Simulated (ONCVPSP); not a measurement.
## Varying the ONCV potential for zirconium

Base potential:

| Item | Value |
| --- | --- |
| Element | Zr |
| Generator | ONCVPSP 4.0.1 |
| Type | optimised norm-conserving Vanderbilt (ONCV) |
| Functional | LDA (Perdew-Zunger) |
| Relativity | scalar-relativistic |
| Frozen core | [Ar] 3d10 |
| Valence charge | 12 |
| Reference configuration | 4s2 4p6 4d2 5s2 |
| Partial waves | 4s+5s: rc 1.90 bohr, ncon 4, nbas 7, qcut 5.9 1/bohr, 2 projectors; 4p: rc 1.65 bohr, ncon 4, nbas 8, qcut 7.4 1/bohr, 2 projectors, debl 2.8 Ha; 4d: rc 2.55 bohr, ncon 4, nbas 9, qcut 7.1 1/bohr, 1 projector |
| Local potential | polynomial inside 1.40 bohr (lpopt 4, dvloc0 -1 Ha) |
| Core correction | none |

Cutoffs, loose and tight: the cutoffs (Ha) at which the residual kinetic energy of the hardest occupied pseudo-wave falls to 1 and 0.1 mHa per electron. They do not see the model core or the augmentation charge, which bear on the density cutoff. Test errors are all-electron minus pseudo excitation energies from the reference, over the configurations 4s2 4p6 4d2 5s1; 4s2 4p6 4d2 5s0; 4s2 4p6 4d1 5s0; 4s1 4p6 4d2 5s2. A dash means not determined; rows that change the core or the reference have their own tests.

```tsv
change	outcome	cutoff, loose	cutoff, tight	bound ghosts	GHOST(+) flags above zero	largest test error (meV)
base	generated	19 Ha	23 Ha	none	none	-150
local potential polynomial inside 1.40 bohr (lpopt 4, dvloc0 -2 Ha)	generated	19 Ha	23 Ha	none	s	-149
local potential polynomial inside 1.40 bohr (lpopt 4, dvloc0 0 Ha)	generated	19 Ha	23 Ha	none	none	-151
local potential polynomial inside 1.40 bohr (lpopt 4, dvloc0 1.5 Ha)	generated	19 Ha	23 Ha	none	none	-151
local potential polynomial inside 1.40 bohr (lpopt 4, dvloc0 4 Ha)	generated	19 Ha	23 Ha	none	none	-151
local potential polynomial inside 1.40 bohr (lpopt 4, dvloc0 5 Ha)	generated	19 Ha	23 Ha	none	none	-152
local potential polynomial inside 1.40 bohr (lpopt 4, dvloc0 7.5 Ha)	generated	19 Ha	23 Ha	none	none	-153
local potential polynomial inside 1.40 bohr (lpopt 4, dvloc0 8.5 Ha)	generated	19 Ha	23 Ha	none	none	-153
```

Reading the sweep of the dvloc0 (base included, trends over the rows without a ghost): The loose cutoff stays near 19 Ha. The median size of the test errors (rows with all tests solved) stays near 3.2 meV.
